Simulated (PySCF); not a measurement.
BClH, multiplicity 2. Atoms are numbered in the order given.

```xyz
3

B     -0.2035    -1.2186     0.0000
Cl     0.0189     0.4763     0.0000
H      0.6955    -2.0035     0.0000
```
Charge 0, spin multiplicity 2.

Geometry optimised at PBE0-D3(BJ)/def2-TZVPD. The isomer is the one that the SMILES or the coordinates give; other isomers of the formula were not compared.

Computed with r2SCAN/def2-TZVPD run with PySCF.

Mulliken values depend strongly on the basis, most of all with diffuse functions as here. ESP charges are fitted to the potential on shells at 1.4 to 2.0 van der Waals radii. Atomic charges (e):

| atom | meta-Löwdin | Mulliken | ESP fit | Mulliken spin |
|---|---|---|---|---|
| B1 | -0.06 | 0.14 | -0.09 | 0.88 |
| Cl2 | 0.03 | -0.18 | 0.02 | 0.06 |
| H3 | 0.03 | 0.04 | 0.07 | 0.06 |
